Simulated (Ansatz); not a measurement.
C$_{4}$H$_{8}$, triplet, at a GFN2-xTB geometry (a higher spin typed on purpose: for a closed-shell molecule this is an excited state). Base run: Ansatz (an electronic-structure program) with CAM-B3LYP/3-21G.

The Ansatz input:
Ansatz 0.2 input:
```yaml
crystal:
  periodic: [false, false, false]
  atoms:
    - {symbol: C, position_ang: [-1.15624507, -0.87916860, -0.04051442]}
    - {symbol: C, position_ang: [-0.01256111, 0.08350426, 0.01189816]}
    - {symbol: C, position_ang: [1.36521109, -0.48911726, -0.09391931]}
    - {symbol: C, position_ang: [-0.22788925, 1.49221281, 0.14524560]}
    - {symbol: H, position_ang: [-1.01654276, -1.68594538, 0.68395579]}
    - {symbol: H, position_ang: [-1.22938198, -1.34750214, -1.02810732]}
    - {symbol: H, position_ang: [-2.09715668, -0.37703551, 0.16949563]}
    - {symbol: H, position_ang: [1.59582270, -1.11669389, 0.77353669]}
    - {symbol: H, position_ang: [2.11067560, 0.29966423, -0.15358709]}
    - {symbol: H, position_ang: [1.45354928, -1.12579148, -0.97865012]}
    - {symbol: H, position_ang: [-0.35123030, 2.13528041, -0.71439919]}
    - {symbol: H, position_ang: [-0.27682982, 1.97343663, 1.11149528]}
basis:
  gaussian:
    orbitals: 3-21G.json
hamiltonian:
  xc: cam_b3lyp
magnetization: {spin_polarized: true, initial_magnetization: 2}
```
The basis file holds 3-21G in the JSON format of the Basis Set Exchange.

Variants of this job, named by their change:

```
change                                                        ΔE vs base (mEh)
------------------------------------------------------------  ----------------
base                                                                     0.000
accuracy = high                                                          0.027
fitting.mean_field = cc-pVTZ-JKFIT                                      -0.075
fitting.mean_field = def2-universal-JKFIT                               -0.147
forces = on                                                              0.000
lower_state_search = full                                                0.000
final_grid = 14, 28, 59                                                  0.000
nuclear_model = gaussian                                                 0.010
lower_state_search = off                                                 0.000
lower_state_search = light                                               0.000
point_charge = charge:0.5 position_ang:1.5773, -4.4044, 2.76            -0.025
```
